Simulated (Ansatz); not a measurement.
CH6GeTe, SMILES `C[Te][GeH3]`, 9 atoms. Charge 0, multiplicity 1. Correlated methods include outer-core shells of Ge, Te, which these sets cover unevenly. Scalar relativity is left out up to krypton. Te: def2 effective core potential. All runs use 4 threads of a server CPU on a shared host. Correlated methods freeze the cores.

Q: Give the basis size and wall time and peak host memory of each of these runs in Ansatz. RKS BHLYP-D4/def2-TZVPP energy; RKS PBE0-D4/def2-TZVPP energy; RHF-CCSD(T)/def2-SVP energy; RKS PBE0-D4/def2-TZVP relaxation (6 steps); RKS B2PLYP (frozen core)/def2-TZVPP energy; RKS BLYP-D4/def2-TZVPP energy; RKS PBE0-D4/def2-TZVP frequencies; RKS ωB97M-V/def2-QZVPP energy; RKS PBE0-D4/def2-SVP energy; RKS ωB97M-V/def2-SVP energy; RKS PBE0-D4/def2-QZVPP energy; direct RPA on PBE orbitals/def2-TZVPP energy. (An estimate is asked.)

A: The calculation gave: Other jobs shared the machine, so times are rough.

| level | job | functions | wall time | peak host memory (GiB) |
| --- | --- | --- | --- | --- |
| RKS PBE0-D4/def2-SVP | energy | 102 | 2.1 s | 0.24 |
| RKS BLYP-D4/def2-TZVPP | energy | 213 | 2.9 s | 0.27 |
| RKS PBE0-D4/def2-TZVPP | energy | 213 | 4.3 s | 0.56 |
| RKS BHLYP-D4/def2-TZVPP | energy | 213 | 4.4 s | 0.59 |
| direct RPA on PBE orbitals/def2-TZVPP | energy | 213 | 7.5 s | 0.51 |
| RKS B2PLYP (frozen core)/def2-TZVPP | energy | 213 | 8 s | 0.57 |
| RKS ωB97M-V/def2-SVP | energy | 102 | 9 s | 0.35 |
| RHF-CCSD(T)/def2-SVP | energy | 102 | 10 s | 0.5 |
| RKS PBE0-D4/def2-QZVPP | energy | 408 | 12 s | 1.4 |
| RKS ωB97M-V/def2-QZVPP | energy | 408 | 29 s | 1.7 |
| RKS PBE0-D4/def2-TZVP | relaxation (6 steps) | 165 | 31 s | 0.46 |
| RKS PBE0-D4/def2-TZVP | frequencies | 165 | 3 min | 0.45 |
